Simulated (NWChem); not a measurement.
**Total energies of CuI**

```xyz
2

Cu     0.0000     0.0000    -1.5331
I      0.0000     0.0000     0.8389
```
Charge 0, spin multiplicity 1.

Program: NWChem. The geometry was optimised at PBE/def2-SVP with def2 effective core potentials on I, a minimum by its harmonic frequencies.

Basis set: def2-TZVP (95 functions).

```tsv
method	total energy (Ha)	relative cost
RHF	-1935.65537	1
MP2	-1936.56598	3
B2PLYP	-1937.80890	4
PBE	-1938.02073	under 3
B3LYP	-1938.42245	under 3
BHandHLYP	-1938.17150	under 3
CCSD(T)	-1936.50408	80
```

Total energies of different functionals aren't comparable as a measure of quality: only differences taken within one method are. Relative cost: rough, from shared machines, SCF included, RHF = 1.

Effective core potentials replace the inner electrons of I; spin-orbit coupling is left out. The correlated methods keep 13 core orbitals frozen. B3LYP has NWChem's definition, with VWN1-RPA local correlation. The structure started from a generated list of species. No row is a measurement; the coupled-cluster row has its own basis-set and correlation limits.
